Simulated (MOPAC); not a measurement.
MOPAC input (PM3):

```
PM3 1SCF UHF MS=0.5 GEO-OK AUX(PRECISION=9) THREADS=1
C2H7GeO

C    -2.91855300 1    0.06283300 1    0.09884200 1
C    -1.55568000 1   -0.45554600 1    0.33550900 1
O    -0.59782400 1    0.39277500 1   -0.27855600 1
Ge    1.14117500 1    0.02724500 1   -0.05820200 1
H    -3.05548800 1    1.09370200 1   -0.19237200 1
H    -3.78028300 1   -0.55203600 1    0.31735300 1
H    -1.47081900 1   -1.48558800 1   -0.04889600 1
H    -1.35912100 1   -0.52715000 1    1.42290400 1
H     1.86787800 1    1.12970700 1   -0.83384600 1
H     1.47254100 1    0.05914500 1    1.44817700 1
H     1.43567900 1   -1.37553000 1   -0.62852800 1
```

Output:

```
 *******************************************************************************
 **                                                                           **
 **                              MOPAC v23.2.5                                **
 **                                                                           **
 *******************************************************************************
 ** MOPAC's Digital Object Identifier: https://doi.org/10.5281/zenodo.6511958 **
 **                                                                           **
 ** Please cite the open-source release paper for use of this MOPAC version:  **
 ** J. E. Moussa and J. J. P. Stewart (2026)                                  **
 ** MOPAC: An open-source semiempirical molecular orbital program             **
 ** J. Open Source Softw., 11(119), 8025, https://doi.org/10.21105/joss.08025 **
 *******************************************************************************

                              PM3 CALCULATION RESULTS

 *******************************************************************************
 *  PM3        - The PM3 Hamiltonian to be used
 *  GEO-OK     - OVERRIDE INTERATOMIC DISTANCE AND OTHER SAFETY CHECKS
 *  UHF        - UNRESTRICTED HARTREE-FOCK CALCULATION
 *  MS=        - IN MECI, MAGNETIC COMPONENT OF SPIN =  0.5
 *  1SCF       - DO 1 SCF AND THEN STOP
 *  AUX        - OUTPUT AUXILIARY INFORMATION
 *******************************************************************************
PM3 1SCF UHF MS=0.5 GEO-OK AUX(PRECISION=9) THREADS=1
 C2H7GeO

   ATOM   CHEMICAL          X               Y               Z
  NUMBER   SYMBOL      (ANGSTROMS)     (ANGSTROMS)     (ANGSTROMS)

     1       C         -2.91855300  *   0.06283300  *   0.09884200  *
     2       C         -1.55568000  *  -0.45554600  *   0.33550900  *
     3       O         -0.59782400  *   0.39277500  *  -0.27855600  *
     4      Ge          1.14117500  *   0.02724500  *  -0.05820200  *
     5       H         -3.05548800  *   1.09370200  *  -0.19237200  *
     6       H         -3.78028300  *  -0.55203600  *   0.31735300  *
     7       H         -1.47081900  *  -1.48558800  *  -0.04889600  *
     8       H         -1.35912100  *  -0.52715000  *   1.42290400  *
     9       H          1.86787800  *   1.12970700  *  -0.83384600  *
    10       H          1.47254100  *   0.05914500  *   1.44817700  *
    11       H          1.43567900  *  -1.37553000  *  -0.62852800  *

          CARTESIAN COORDINATES

    NO.       ATOM           X           Y           Z

     1         C         -2.9186      0.0628      0.0988
     2         C         -1.5557     -0.4555      0.3355
     3         O         -0.5978      0.3928     -0.2786
     4        Ge          1.1412      0.0272     -0.0582
     5         H         -3.0555      1.0937     -0.1924
     6         H         -3.7803     -0.5520      0.3174
     7         H         -1.4708     -1.4856     -0.0489
     8         H         -1.3591     -0.5272      1.4229
     9         H          1.8679      1.1297     -0.8338
    10         H          1.4725      0.0591      1.4482
    11         H          1.4357     -1.3755     -0.6285

  H: (PM3): J. J. P. STEWART, J. COMP. CHEM. 10, 209 (1989).
  C: (PM3): J. J. P. STEWART, J. COMP. CHEM. 10, 209 (1989).
  O: (PM3): J. J. P. STEWART, J. COMP. CHEM. 10, 209 (1989).
 Ge: (PM3): J. J. P. STEWART, J. COMP. CHEM. 12, 320-341 (1991).

           Empirical Formula: C2 H7 O Ge  =    11 atoms

      MOLECULAR POINT GROUP   :   C1

          UHF CALCULATION, NO. OF ALPHA ELECTRONS =   13
                           NO. OF BETA  ELECTRONS =   12

 -------------------------------------------------------------------------------
 PM3 1SCF UHF MS=0.5 GEO-OK AUX(PRECISION=9) THREADS=1
 C2H7GeO

     1SCF WAS SPECIFIED, SO BFGS WAS NOT USED
     SCF FIELD WAS ACHIEVED

                              PM3 CALCULATION
                                                       MOPAC v23.2.5 Linux

          FINAL HEAT OF FORMATION =         -1.83358 KCAL/MOL =      -7.67169 KJ/MOL

          COSMO AREA              =        127.55 SQUARE ANGSTROMS
          COSMO VOLUME            =        115.59 CUBIC ANGSTROMS

          IONIZATION POTENTIAL    =          9.188881 EV
          ALPHA SOMO LUMO (EV)    =         -9.189  0.174
          BETA  SOMO LUMO (EV)    =        -10.351  0.179
          NO. OF ALPHA ELECTRONS  =         13
          NO. OF BETA  ELECTRONS  =         12
          MOLECULAR WEIGHT        =        119.6667         POINT GROUP:  C1

          MOLECULAR DIMENSIONS (Angstroms)

            Atom       Atom       Distance
            H     9    H     6     6.00460
            H     5    H    11     3.65760
            H    11    H    10     2.21576

          SCF CALCULATIONS        =          1

   ATOM   CHEMICAL          X               Y               Z
  NUMBER   SYMBOL      (ANGSTROMS)     (ANGSTROMS)     (ANGSTROMS)

     1       C         -2.91855300  *   0.06283300  *   0.09884200  *
     2       C         -1.55568000  *  -0.45554600  *   0.33550900  *
     3       O         -0.59782400  *   0.39277500  *  -0.27855600  *
     4      Ge          1.14117500  *   0.02724500  *  -0.05820200  *
     5       H         -3.05548800  *   1.09370200  *  -0.19237200  *
     6       H         -3.78028300  *  -0.55203600  *   0.31735300  *
     7       H         -1.47081900  *  -1.48558800  *  -0.04889600  *
     8       H         -1.35912100  *  -0.52715000  *   1.42290400  *
     9       H          1.86787800  *   1.12970700  *  -0.83384600  *
    10       H          1.47254100  *   0.05914500  *   1.44817700  *
    11       H          1.43567900  *  -1.37553000  *  -0.62852800  *

                             CARTESIAN COORDINATES

   1    C       -2.918553000     0.062833000     0.098842000
   2    C       -1.555680000    -0.455546000     0.335509000
   3    O       -0.597824000     0.392775000    -0.278556000
   4   Ge        1.141175000     0.027245000    -0.058202000
   5    H       -3.055488000     1.093702000    -0.192372000
   6    H       -3.780283000    -0.552036000     0.317353000
   7    H       -1.470819000    -1.485588000    -0.048896000
   8    H       -1.359121000    -0.527150000     1.422904000
   9    H        1.867878000     1.129707000    -0.833846000
  10    H        1.472541000     0.059145000     1.448177000
  11    H        1.435679000    -1.375530000    -0.628528000

           Empirical Formula: C2 H7 O Ge  =    11 atoms

      MOLECULAR POINT GROUP   :   C1

          ALPHA EIGENVALUES
 -36.85015 -29.83389 -21.73188 -17.47466 -15.86068 -15.44342 -14.83100 -13.35262
 -12.51771 -12.29687 -11.45992 -10.51912  -9.18888   0.17358   0.46653   0.48532
   2.73283   3.50303   3.99875   4.37881   4.74121   5.03951   5.74871

           BETA EIGENVALUES
 -36.71516 -29.14945 -21.09829 -17.41631 -15.68434 -15.30589 -14.65110 -13.11050
 -12.34190 -12.17846 -11.36194 -10.35096   0.17923   0.46895   0.48774   1.18471
   2.78823   3.91322   4.42035   4.54447   4.91862   5.51027   5.93655

              NET ATOMIC CHARGES AND DIPOLE CONTRIBUTIONS

  ATOM NO.   TYPE          CHARGE      No. of ELECS.   s-Pop       p-Pop
    1          C          -0.227829        4.2278     1.22943     2.99840
    2          C           0.134927        3.8651     1.13119     2.73388
    3          O          -0.423299        6.4233     1.82418     4.59912
    4         Ge           0.473877        3.5261     0.73639     2.78973
    5          H           0.096350        0.9036     0.90365
    6          H           0.084809        0.9152     0.91519
    7          H           0.023797        0.9762     0.97620
    8          H           0.023752        0.9762     0.97625
    9          H          -0.039437        1.0394     1.03944
   10          H          -0.073672        1.0737     1.07367
   11          H          -0.073276        1.0733     1.07328
 DIPOLE           X         Y         Z       TOTAL
 POINT-CHG.     1.341    -0.800     0.607     1.675
 HYBRID        -0.228    -0.224     0.216     0.386
 SUM            1.113    -1.024     0.823     1.722

          ATOMIC ORBITAL ELECTRON POPULATIONS

     Atom    s        px        py        pz
    1  C   1.22943   0.96258   1.01149   1.02433
    2  C   1.13119   0.87848   0.91576   0.93963
    3  O   1.82418   1.25929   1.57862   1.76121
    4 Ge   0.73639   0.75581   1.01627   1.01766
    5  H   0.90365
    6  H   0.91519
    7  H   0.97620
    8  H   0.97625
    9  H   1.03944
   10  H   1.07367
   11  H   1.07328

                    (SZ)    =    0.500000
                    (S**2)  =    0.770053

          ATOMIC ORBITAL SPIN POPULATIONS

    Atom   Total    s     px     py     pz
         Atomic
    1  C  1.1741  0.073  0.071  0.161  0.869
    2  C -0.1255 -0.017 -0.045 -0.028 -0.036
    3  O  0.0095 -0.001  0.004  0.004  0.003
    4 Ge -0.0100 -0.002 -0.005 -0.002 -0.002
    5  H -0.0752 -0.075
    6  H -0.0777 -0.078
    7  H  0.0398  0.040
    8  H  0.0604  0.060
    9  H  0.0022  0.002
   10  H  0.0014  0.001
   11  H  0.0012  0.001

 **********************
 *                    *
 * JOB ENDED NORMALLY *
 *                    *
 **********************

 == MOPAC DONE ==
```

The geometry given is a B3LYP-D3(BJ)/def2-TZVP minimum.
